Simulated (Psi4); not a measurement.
C$_{4}$H$_{6}$F$_{2}$ (SMILES C[C@@H](F)/C=C\F), singlet, geometry from GFN2-xTB; PBE0/STO-3G (Psi4).

Input for Psi4:
```
memory 2 GB

molecule mol {
0 1
C    -1.688829   -0.619555   -0.139876
C    -0.712163    0.417545   -0.682964
F    -0.629497    1.464708    0.219854
C     0.658682   -0.160082   -0.919826
C     1.482148   -0.563659    0.031958
F     1.181422   -0.520413    1.332812
H    -1.324048   -1.005210    0.808509
H    -2.661532   -0.161099    0.019384
H    -1.787399   -1.437209   -0.848361
H    -1.093411    0.864762   -1.610018
H     0.988761   -0.239992   -1.942124
H     2.471276   -0.965401   -0.137136
}

set {
  basis sto-3g
  reference rks
}

energy('pbe0')
print_variables()
```

Task: Predict the main parts of the log of this Psi4 run.

Result: 
```
   => Loading Basis Set <=

    Name: STO-3G
    Role: ORBITAL
    Keyword: BASIS

         ---------------------------------------------------------
                                   SCF
               by Justin Turney, Rob Parrish, Andy Simmonett
                          and Daniel G. A. Smith
                              RKS Reference
         ---------------------------------------------------------

  ==> Geometry <==

    Molecular point group: c1
    Full point group: C1

    Geometry (in Angstrom), charge = 0, multiplicity = 1:

       Center              X                  Y                   Z               Mass
    ------------   -----------------  -----------------  -----------------  -----------------
         C           -1.731534143643    -0.661533926109    -0.196706620141    12.000000000000
         C           -0.754868143643     0.375566073891    -0.739794620141    12.000000000000
         F           -0.672202143643     1.422729073891     0.163023379859    18.998403162730
         C            0.615976856357    -0.202060926109    -0.976656620141    12.000000000000
         C            1.439442856357    -0.605637926109    -0.024872620141    12.000000000000
         F            1.138716856357    -0.562391926109     1.275981379859    18.998403162730
         H           -1.366753143643    -1.047188926109     0.751678379859     1.007825032230
         H           -2.704237143643    -0.203077926109    -0.037446620141     1.007825032230
         H           -1.830104143643    -1.479187926109    -0.905191620141     1.007825032230
         H           -1.136116143643     0.822783073891    -1.666848620141     1.007825032230
         H            0.946055856357    -0.281970926109    -1.998954620141     1.007825032230
         H            2.428570856357    -1.007379926109    -0.193966620141     1.007825032230

  Running in c1 symmetry.

  Rotational constants: A =      0.17330  B =      0.08669  C =      0.08431 [cm^-1]
  Rotational constants: A =   5195.49233  B =   2598.77590  C =   2527.42156 [MHz]
  Nuclear repulsion =  243.451983247555177

  Charge       = 0
  Multiplicity = 1
  Electrons    = 48
  Nalpha       = 24
  Nbeta        = 24

  ==> Algorithm <==

  SCF Algorithm Type is DF.
  DIIS enabled.
  MOM disabled.
  Fractional occupation disabled.
  Guess Type is SAD.
  Energy threshold   = 1.00e-06
  Density threshold  = 1.00e-06
  Integral threshold = 1.00e-12

  ==> Primary Basis <==

  Basis Set: STO-3G
    Blend: STO-3G
    Number of shells: 24
    Number of basis functions: 36
    Number of Cartesian functions: 36
    Spherical Harmonics?: true
    Max angular momentum: 1

  ==> DFT Potential <==

   => LibXC <=

    Version 7.1.2
    S. Lehtola, C. Steigemann, M. J. T. Oliveira, and M. A. L. Marques,  SoftwareX 7, 1–5 (2018) (10.1016/j.softx.2017.11.002)

   => Composite Functional: PBE0 <=

    PBE0 Hyb-GGA Exchange-Correlation Functional

    C. Adamo and V. Barone,  J. Chem. Phys. 110, 6158 (1999) (10.1063/1.478522)
    M. Ernzerhof and G. E. Scuseria,  J. Chem. Phys. 110, 5029 (1999) (10.1063/1.478401)

    Deriv               =              1
    GGA                 =           TRUE
    Meta                =          FALSE

    Exchange Hybrid     =           TRUE
    MP2 Hybrid          =          FALSE

   => Exchange Functionals <=

    0.7500   Perdew, Burke & Ernzerhof

   => Exact (HF) Exchange <=

    0.2500               HF

   => Correlation Functionals <=

    1.0000   Perdew, Burke & Ernzerhof

   => LibXC Density Thresholds  <==

    XC_HYB_GGA_XC_PBEH:  1.00E-15

   => Molecular Quadrature <=

    Radial Scheme          =       TREUTLER
    Pruning Scheme         =           NONE
    Nuclear Scheme         =       TREUTLER

    Blocking Scheme        =         OCTREE
    BS radius alpha        =              1
    Pruning alpha          =              1
    Radial Points          =             75
    Spherical Points       =            302
[...]
    Keyword: DF_BASIS_SCF

  ==> Integral Setup <==

  SCF_SUBTYPE=INCORE selected. In-core MEM_DF algorithm will be used.
  Using in-core AOs.

  ==> MemDFJK: Density-Fitted J/K Matrices <==

    J tasked:                   Yes
    K tasked:                   Yes
    wK tasked:                   No
    Algorithm:                 Core
    Schwarz Cutoff:           1E-12
    Mask sparsity (%):       1.5432
    Fitting Condition:        1E-10

   => Auxiliary Basis Set <=

  Basis Set: (STO-3G AUX)
    Blend: DEF2-UNIVERSAL-JKFIT
    Number of shells: 186
    Number of basis functions: 562
    Number of Cartesian functions: 662
    Spherical Harmonics?: true
    Max angular momentum: 4

  Minimum eigenvalue in the overlap matrix is 1.8594081186E-01.
  Reciprocal condition number of the overlap matrix is 7.6468491350E-02.
    Using symmetric orthogonalization.

  ==> Pre-Iterations <==

  SCF Guess: Superposition of Atomic Densities via on-the-fly atomic UHF (no occupation information).

   -------------------------
    Irrep   Nso     Nmo
   -------------------------
     A         36      36
   -------------------------
    Total      36      36
   -------------------------

  ==> Iterations <==

                           Total Energy        Delta E     RMS |[F,P]|

   @DF-RKS iter SAD:  -347.99462725632139   -3.47995e+02   0.00000e+00
   @DF-RKS iter   1:  -350.51295158571304   -2.51832e+00   7.39463e-03 DIIS/ADIIS
   @DF-RKS iter   2:  -350.51070162057118    2.24997e-03   7.95310e-03 DIIS/ADIIS
   @DF-RKS iter   3:  -350.55963455429270   -4.89329e-02   1.13812e-03 DIIS/ADIIS
   @DF-RKS iter   4:  -350.56055320259588   -9.18648e-04   4.43711e-04 DIIS/ADIIS
   @DF-RKS iter   5:  -350.56071680544363   -1.63603e-04   3.50664e-05 DIIS
   @DF-RKS iter   6:  -350.56071781391660   -1.00847e-06   1.41745e-05 DIIS
   @DF-RKS iter   7:  -350.56071797808073   -1.64164e-07   2.29946e-06 DIIS
   @DF-RKS iter   8:  -350.56071798305595   -4.97522e-09   3.14021e-07 DIIS
  Energy and wave function converged.

  ==> Post-Iterations <==

   Electrons on quadrature grid:
      Ntotal   =   47.9999854009 ; deviation = -1.460e-05

    Orbital Energies [Eh]
    ---------------------

    Doubly Occupied:

[...]
    Virtual:

[...]
    Final Occupation by Irrep:
              A
    DOCC [    24 ]
    NA   [    24 ]
    NB   [    24 ]

  @DF-RKS Final Energy:  -350.56071798305595

   => Energetics <=

    Nuclear Repulsion Energy =            243.4519832475551766
    One-Electron Energy =                -967.8429385703969956
    Two-Electron Energy =                 407.7457841621152852
    DFT Exchange-Correlation Energy =     -33.9155468223294179
    Empirical Dispersion Energy =           0.0000000000000000
    VV10 Nonlocal Energy =                  0.0000000000000000
    Total Energy =                       -350.5607179830559517

Computation Completed

Properties will be evaluated at   0.000000,   0.000000,   0.000000 [a0]

Properties computed using the SCF density matrix

 Multipole Moments:

 ------------------------------------------------------------------------------------
     Multipole            Electronic (a.u.)      Nuclear  (a.u.)        Total (a.u.)
 ------------------------------------------------------------------------------------

 L = 1.  Multiply by 2.5417464519 to convert [e a0] to [Debye]
 Dipole X            :          3.9557593           -3.8736492            0.0821100
 Dipole Y            :          3.4484971           -3.8077763           -0.3592792
 Dipole Z            :          4.8043757           -5.1549268           -0.3505511
 Magnitude           :                                                    0.5086351

 ------------------------------------------------------------------------------------

  Variable Map:
  ----------------------------------------------------------------------------
[...]
  Array Variable Map:
  ----------------------------------------------------------------------------
[...]
[...]
```
